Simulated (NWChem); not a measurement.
Program: NWChem. System: C3H5, charge 0, spin multiplicity 2, at a geometry optimised with UPBE/def2-SVP. The structure started from a generated list of species. Its SCF solution wasn't tested for a lower state. Level: ROCCSD(T)/cc-pVDZ, 3 core orbitals frozen.

Job file:

```
start mol
memory heap 100 mb stack 700 mb global 1900 mb
geometry units angstroms nocenter noautoz
  C      0.048520    -1.359995     0.000000
  C      0.379082    -0.080187     0.000000
  C     -0.207067     1.263303     0.000000
  H      0.802000    -2.168093     0.000000
  H     -1.015178    -1.687887     0.000000
  H     -1.324408     1.225877     0.000000
  H      0.107188     1.845686     0.892659
  H      0.107188     1.845686    -0.892659
  symmetry group Cs
end
basis spherical
  * library cc-pvdz
end
scf
  rohf
  nopen 1
  maxiter 100
  thresh 1e-7
  semidirect memsize 60000000 filesize 0
  # guess.movecs holds the orbitals of an unrestricted PBE0 run
  vectors input guess.movecs output mol.movecs
end
tce
  freeze core 3
  ccsd(t)
  2eorb
  2emet 13
  thresh 1e-6
  maxiter 100
  tilesize 24
end
task tce energy
```

Part of the output:

```
             Northwest Computational Chemistry Package (NWChem) 7.3.0
             --------------------------------------------------------

                                NWChem Input Module
                                -------------------

 Scaling coordinates for geometry "geometry" by  1.889725989
 (inverse scale =  0.529177249)

 Turning off AUTOSYM since
 SYMMETRY directive was detected!

                             Geometry "geometry" -> ""
                             -------------------------

 Output coordinates in angstroms (scale by  1.889725989 to convert to a.u.)

  No.       Tag          Charge          X              Y              Z
 ---- ---------------- ---------- -------------- -------------- --------------
    1 C                    6.0000     0.04852000    -1.35999500     0.00000000
    2 C                    6.0000     0.37908200    -0.08018700     0.00000000
    3 C                    6.0000    -0.20706700     1.26330300     0.00000000
    4 H                    1.0000     0.80200000    -2.16809300     0.00000000
    5 H                    1.0000    -1.01517800    -1.68788700     0.00000000
    6 H                    1.0000    -1.32440800     1.22587700     0.00000000
    7 H                    1.0000     0.10718800     1.84568600     0.89265900
    8 H                    1.0000     0.10718800     1.84568600    -0.89265900

 Effective nuclear repulsion energy (a.u.)      63.2751965564

            Nuclear Dipole moment (a.u.)
            ----------------------------
        X                 Y               Z
 ---------------- ---------------- ----------------
     0.0000000000    -0.0000094486     0.0000000000

      Symmetry information
      --------------------

 Group name             Cs
 Group number              2
 Group order               2
 No. of unique centers     7

      Symmetry unique atoms

     1    2    3    4    5    6    7


 Summary of "ao basis" -> "" (spherical)
 ------------------------------------------------------------------------------
       Tag                 Description            Shells   Functions and Types
[...]
 pwtce:      F
 qducc:      F
 nacto:                         0
 nrotv:                         0
 nrot:                          0

            Memory Information
            ------------------
          Available GA space size is     249027822 doubles
          Available MA space size is     104853308 doubles

 Maximum block size supplied by input
 Maximum block size        24 doubles

 tile_dim =     19

 -------------------------------------------------
   1    alpha     a'     6 doubles       0       1
   2    alpha     a'     1 doubles       6       2
   3    alpha     a"     2 doubles       7       3
   4    beta      a'     6 doubles       9       4
   5    beta      a"     2 doubles      15       5
   6    alpha     a'    18 doubles      17       6
   7    alpha     a'    19 doubles      35       7
   8    alpha     a"    18 doubles      54       8
   9    beta      a'     1 doubles      72       9
  10    beta      a'    18 doubles      73      10
  11    beta      a'    19 doubles      91      11
  12    beta      a"    18 doubles     110      12

 Global array virtual files algorithm will be used

 Parallel file system coherency ......... OK

 4-electron integrals stored in orbital form

 v2    file size   =          2181346
 4-index algorithm nr.  13 is used
 imaxsize =       30
 imaxsize ichop =        0


CCSD iterations
 ---------------------------------------------------------
 Iter          Residuum       Correlation     Cpu    Wall
 ---------------------------------------------------------
    1   0.1650995224769  -0.3949345266662     0.4     0.4
    2   0.0488046478472  -0.4199691689387     0.4     0.4
    3   0.0200478011249  -0.4287756098742     0.3     0.3
    4   0.0096012160337  -0.4310977495557     0.3     0.3
    5   0.0050985524443  -0.4321327464900     0.3     0.3
    6   0.0022774886504  -0.4327819275155     0.3     0.3
    7   0.0013322246056  -0.4329838770276     0.3     0.3
    8   0.0009454197967  -0.4329798102588     0.3     0.3
    9   0.0007134507953  -0.4330066945324     0.3     0.3
   10   0.0005554705976  -0.4330125696440     0.3     0.3
   11   0.0001515929822  -0.4330363254149     0.3     0.3
   12   0.0000778051424  -0.4330465487110     0.3     0.3
   13   0.0000470238154  -0.4330465726746     0.3     0.3
   14   0.0000295850450  -0.4330458737177     0.3     0.3
   15   0.0000195835124  -0.4330454399642     0.3     0.3
   16   0.0000079323632  -0.4330440257420     0.3     0.3
   17   0.0000049004022  -0.4330447219764     0.3     0.3
   18   0.0000034419402  -0.4330448112968     0.3     0.3
   19   0.0000025243055  -0.4330449224407     0.3     0.3
   20   0.0000018924782  -0.4330449621983     0.3     0.3
   21   0.0000006157149  -0.4330450728656     0.3     0.3
 -----------------------------------------------------------------
 Iterations converged
 CCSD correlation energy / hartree =        -0.433045072865641
 CCSD total energy / hartree       =      -116.867628347787360

 Singles contributions

 Doubles contributions
    13a"  (alpha)    13a"  (beta ) ---    11a"  (alpha)    11a"  (beta )       -0.1139433216
 CCSD(T)
 Using plain CCSD(T) code
             total no. of tasks          373
 total no. of tasks / no. procs          373
                         wl_min           24           1.7
                         wl_max      1481544          10.7
        thresh for no. of tasks          373

 CCSD[T]  correction energy / hartree =        -0.015115747340028
 CCSD[T] correlation energy / hartree =        -0.448160820205669
 CCSD[T] total energy / hartree       =      -116.882744095127393
 CCSD(T)  correction energy / hartree =        -0.014594071956729
 CCSD(T) correlation energy / hartree =        -0.447639144822370
 CCSD(T) total energy / hartree       =      -116.882222419744096

 Task  times  cpu:       21.3s     wall:       21.3s

 Total times  cpu:       21.3s     wall:       21.3s
```
